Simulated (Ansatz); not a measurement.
`[NH2][Hf]([Cl])([Br])[Br]`. The species carries charge 0 and has multiplicity 1. Hf: def2 effective core potential.

Z-matrix (Å, degrees):
```
Hf
Cl 1 2.330
Br 1 2.496 2 113.0
N 1 1.991 2 106.0 3 118.3
Br 1 2.497 2 112.1 3 -123.5
H 4 1.012 1 125.7 2 -176.0
H 4 1.011 1 125.0 2 4.1
```

Problem. List the harmonic frequencies (cm⁻¹, unscaled) at PBE0-D4/def2-TZVP in Ansatz. (Best estimate.)

Solution. Ansatz gave: 39, 65, 81, 117, 135, 146, 246, 268, 380, 487, 497, 662, 1535, 3556, 3649.

Problem. Is this a minimum?

Solution. Yes, all 15 modes are real.

Problem. Give the ideal-gas thermochemistry at 298.15 K and 1 bar (rigid rotor, harmonic oscillator; point group Cs, symmetry number 1).

Solution. Zero-point energy 71.0 kJ/mol; H(298) − E = 97.5 kJ/mol; entropy 433.0 J/(mol·K), of which translation 183.3, rotation 131.3, vibration 118.5; G(298) − E = -31.6 kJ/mol. Modes under 100 cm⁻¹ are hindered rotations or soft bends, so the harmonic entropy is rough.

Problem. Rotational constants (cm⁻¹)?

Solution. 0.03173, 0.02137, 0.01589.
